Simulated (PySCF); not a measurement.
Molecule: `C=Cc1cnn[nH]1`, C4H5N3.

Geometry (Å), atoms numbered from 1 in this order:
```xyz
12

C    -2.019    0.491   -0.306
C    -1.111   -0.249    0.321
C     0.308   -0.140    0.106
C     1.100    0.658   -0.709
N     2.386    0.333   -0.505
N     2.458   -0.598    0.367
N     1.226   -0.907    0.756
H    -3.070    0.374   -0.113
H    -1.740    1.236   -1.031
H    -1.415   -0.993    1.047
H     0.818    1.419   -1.405
H     1.061   -1.624    1.446
```

Frames of a GFN2-xTB Langevin trajectory at 300 K; GIAO PBE0/pcSseg-1 shieldings in PySCF, gas phase, non-relativistic; equivalent atoms averaged within each frame.

References, each an isolated molecule treated in the same way: ¹³C (σ = 186.93 ppm), ¹H (σ = 31.72 ppm) vs TMS; ¹⁵N (σ = 267.73 ppm) vs NH3. The references are static minima.

Q: How do the shifts (ppm) fluctuate along the trajectory?

A: 
```csv
time (fs),C4,C3,C1,C2,N6,N5,N7,H12,H11,H9
optimised geometry,132.3,142.9,124.2,128.1,397.8,389.4,252.3,10.66,8.14,6.35
250,142.4,141.3,127.2,127.0,403.4,397.7,240.3,11.28,7.93,6.84
425,138.8,147.4,130.6,131.5,432.8,416.0,257.6,10.69,8.75,7.48
625,128.8,139.6,126.7,127.8,406.0,408.8,264.1,10.75,8.39,5.87
800,128.2,144.3,127.4,125.8,412.0,400.2,261.8,10.67,8.59,6.78
1000,131.9,144.0,120.4,125.5,416.3,403.0,264.6,11.05,8.94,5.90
mean of frames,134.0,143.3,126.5,127.5,414.1,405.1,257.7,10.89,8.52,6.57
standard deviation,6.3,3.0,3.7,2.4,11.6,7.4,10.1,0.27,0.39,0.69
```

5 frames give an uncertainty of the mean of about the standard deviation over 2.2 at best, since frames this close in time may not be independent; classical motion lacks zero-point vibration, and the reference would need the same averaging.
